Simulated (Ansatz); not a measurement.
Reaction (SMILES): C[SiH2]C [dimethylsilane] -> C[SiH-]C + H+
Each molecule is optimised on its own at B3LYP-D3(BJ)/def2-TZVP (Ansatz, a quantum-chemistry and plane-wave program). Frequencies are from Ansatz.
Geometry of the first species:
```xyz
11

Si     0.0842     0.5358     0.0835
C     -1.6066    -0.2779     0.0432
C      1.4496    -0.7206    -0.1988
H      0.1538     1.5883    -0.9636
H      0.2845     1.1995     1.3982
H     -1.7855    -0.7568    -0.9220
H     -1.6892    -1.0432     0.8180
H     -2.4007     0.4529     0.2074
H      1.4315    -1.4952     0.5709
H      1.3352    -1.2088    -1.1691
H      2.4330    -0.2473    -0.1754
```
Charge 0, spin multiplicity 1.

Quantity: gas-phase deprotonation energy (enthalpy at 298 K, with B3LYP-D3(BJ) rigid-rotor harmonic-oscillator terms), in kcal/mol. Cores are frozen in the correlated levels unless marked. No spin-orbit coupling. No relativistic terms. Anions need diffuse functions: aug- sets have them; def2-D sets add few; the other sets have none. CBS marks a two-point X^-3 extrapolation of the correlation energy; Hartree-Fock from the larger set. [CCSD(T)-MP2]/basis is that difference in the basis named.

RI-MP2/CBS(aug-cc-pV(T+d)Z,aug-cc-pV(Q+d)Z)+[CCSD(T)-MP2]/aug-cc-pV(T+d)Z (Ansatz) gives 384.7 kcal/mol.

Question: Another calculation gave 389.8 kcal/mol. Which level was it?
(A) B3LYP/def2-TZVPD (Ansatz)
(B) revPBE/def2-TZVPD (Ansatz)
(C) PBE/def2-TZVPD (Ansatz)
(D) BHLYP/def2-TZVPD (Ansatz)

Answer: D, BHLYP/def2-TZVPD (Ansatz). The others give 385.5 (B3LYP), 382.8 (revPBE), 380.3 (PBE) kcal/mol.
